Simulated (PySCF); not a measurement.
**Spinor energies of Fe¹²⁺ (iron, charge +12)**

Start: [Ne] 3s2 3p2; 3p1/2 filled at m_j = -1/2, +1/2. Calculated with PySCF 2.14 in an even-tempered Gaussian basis (19 s from 0.88 bohr⁻², ratio 2.4; 13 p from 1.1 bohr⁻², ratio 2.4; 5 d from 5.2 bohr⁻², ratio 2.6; 4 f from 7.8 bohr⁻², ratio 2.6): generalised Hartree-Fock with the X2C-1e Hamiltonian and a Gaussian nucleus; one run each with spin-orbit coupling (SO) switched off, then screened by Boettger's factors.

```tsv
spinor shell	electrons	ε, spin-free (eV)	ε, screened SO (eV)	weight of nominal j (screened SO)	rms radius, screened SO (bohr)
1s1/2	2	-7528.1	-7527.8	1.000	0.0675
2s1/2	2	-1224.5	-1224.3	1.000	0.285
2p1/2	2	-1090.8	-1101.0	0.972	0.255
3s1/2	2	-391.71	-391.66	1.000	0.751
3p1/2	2	-358.84	-359.21	0.664	0.752
```

Problem. Where does 2p3/2 lie, and what is the 2p spin-orbit splitting (screened SO)?

Solution. At -1085.6 eV, 15.385 eV above 2p1/2.

| quantity | spin-free | screened SO |
| --- | --- | --- |
| E (hartree) | -1210.33165 | -1210.39408 |
| M_J | 0 | 0 |
| ⟨J²⟩ | 2.003 | 1.278 |
| ⟨L²⟩ | 2.002 | 1.939 |
| ⟨S²⟩ | 2.001 | 1.923 |

The determinant has a definite M_J but mixes levels of different J.

Each row is a mean over spinors that exchange with the open shell spreads, by up to 14.380 eV (3s1/2).

Rows whose weight is well below 1 are mixtures of j = l ± 1/2: exchange outweighs spin-orbit coupling there, and the label is only the starting occupation.

Without spin-orbit coupling the j labels of p, d and f shells carry no meaning; the spin-free column gives the mean over the occupied spinors of each nl shell.
